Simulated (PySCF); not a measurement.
# Solvent effects on NMR parameters

Bonds (- single, = double, # triple, : aromatic): N1-C2, C2-C3, C3:C4, C4:N5, N5:S6, S6:C7, C7:C3. N1 carries H8, H9; C2 carries H10, H11; C4 carries H12; C7 carries H13.

GIAO PBE0/pcSseg-1 in PySCF 2.14 on one PBE0-D3(BJ)/def2-SVP conformer, non-relativistic, equivalent nuclei averaged. Solvents enter as an IEF-PCM continuum (chloroform with ε = 4.7, tetrahydrofuran with ε = 7.4) around the gas-phase geometry. Shifts are referred to TMS, CS2 computed in the same medium.

In chloroform, δ in ppm: C4 165.3, C7 152.7, C3 148.3, C2 43.9, S6 392.0, H12 8.98, H13 8.33, H10/H11 4.18, H8/H9 0.89. Dipole moment 4.94 D.

(1) How does each δ change in the more polar medium?

(2) Which of the listed nuclei move most (in ppm), and what does the model miss? (N and O are left out, as their reference compounds move with the solvent too.)

## Answers

(1) 
| atoms | environment | Δδ, tetrahydrofuran |
| --- | --- | --- |
| C4 | aromatic CH next to a ring nitrogen | +0.2 |
| C7 | aromatic CH next to the ring sulfur | +0.5 |
| C3 | substituted aromatic carbon | +0.4 |
| C2 | sp3 CH2 bonded to N, on an aromatic ring | +0.1 |
| S6 | aromatic ring sulfur | -0.2 |
| H12 | hydrogen on an aromatic CH next to a ring nitrogen | -0.01 |
| H13 | hydrogen on an aromatic CH next to the ring sulfur | +0.06 |
| H10/H11 | hydrogen on an sp3 CH2 bonded to N, on an aromatic ring | +0.01 |
| H8/H9 | hydrogen on an amine nitrogen | +0.04 |

Changes are relative to chloroform. The dipole moment becomes 5.09 D in tetrahydrofuran.

(2) C7 (aromatic CH next to the ring sulfur, +0.5 ppm) and C3 (substituted aromatic carbon, +0.4 ppm) in tetrahydrofuran. A continuum only polarises the solute; specific hydrogen bonds, the anisotropy of aromatic solvents and changes of geometry or conformer are outside it.
